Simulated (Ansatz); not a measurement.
A nudged elastic band was laid between two geometries of Cl3HOSi + FH (8 atoms, charge 0, multiplicity 1).

Level of theory: RKS B3LYP-D4/def2-SVP in Ansatz.

```
movable images  : 5
climbing image  : yes
spring          : 5.0 eV/Å²
optimiser       : quadratic models (default)
start path      : through a guess of the saddle point
force threshold : 0.05 eV/Å
iteration limit : 60
end points      : relaxed
```

Image 0:

```xyz
8
Properties=species:S:1:pos:R:3
Si -0.156 0.140 -0.111
O -0.033 -0.097 1.530
H -0.767 0.209 2.081
Cl 1.726 0.371 -0.844
Cl -1.268 1.841 -0.415
Cl -1.093 -1.434 -1.010
F 1.405 -2.281 1.485
H 0.928 -1.536 1.792
```

Image 6:

```xyz
8
Properties=species:S:1:pos:R:3
Si 0.505 -0.086 -0.449
O -0.702 -0.429 2.384
H -1.194 -1.239 2.190
Cl 1.607 -0.044 -2.173
Cl -0.037 1.809 0.038
Cl -1.097 -1.324 -0.745
F 1.473 -0.723 0.674
H 0.187 -0.750 2.589
```

Q: What changes between the two ends?

A: Bonds broken: Si1–O2, F7–H8. Bonds formed: Si1–F7, O2–H8. Cl3HOSi + FH becomes Cl3FSi + H2O.

Q: Give the energies along the band, and the barrier.

A: It converged. The highest image is number 2 of 0 to 6, 0.84 eV above the first end and 1.10 eV above the last; the last end lies 0.26 eV below the first. A vibrational analysis at the climbing image gives one clearly imaginary mode, 815i cm⁻¹: a first-order saddle point. The orbitals stay closed-shell, which can raise the energy where a bond breaks towards radicals; this wasn't checked here.

| image | path coordinate (Å) | energy (eV) | Si1–O2 (Å) | F7–H8 (Å) | Si1–F7 (Å) |
| --- | --- | --- | --- | --- | --- |
| 0 | 0.00 | 0.00 | 1.66 | 0.94 | 3.29 |
| 1 | 0.71 | 0.19 | 1.68 | 0.95 | 2.58 |
| 2 | 1.42 | 0.84 | 1.80 | 1.20 | 1.91 |
| 3 | 2.46 | 0.30 | 2.02 | 2.17 | 1.66 |
| 4 | 3.49 | 0.04 | 2.50 | 2.47 | 1.62 |
| 5 | 4.53 | -0.23 | 2.90 | 2.63 | 1.61 |
| 6 | 5.56 | -0.26 | 3.10 | 2.31 | 1.61 |

Q: What is the geometry of the highest image?

A: 
```xyz
8
Properties=species:S:1:pos:R:3
Si 0.120 -0.254 0.001
O 0.043 -0.096 1.789
H -0.754 0.233 2.231
Cl 1.874 0.361 -0.870
Cl -1.094 1.455 -0.264
Cl -1.045 -1.638 -0.993
F 1.033 -1.715 0.835
H 0.564 -1.132 1.779
```

Q: What are the harmonic wavenumbers there?

A: 815i, 91, 124, 208, 240, 265, 281, 383, 423, 435, 588, 636, 744, 801, 918, 1180, 2041, 3818 cm⁻¹.

The run took 2.5 min on 4 threads of Arm Neoverse V1, with other jobs on the host, peak memory 0.29 GiB.
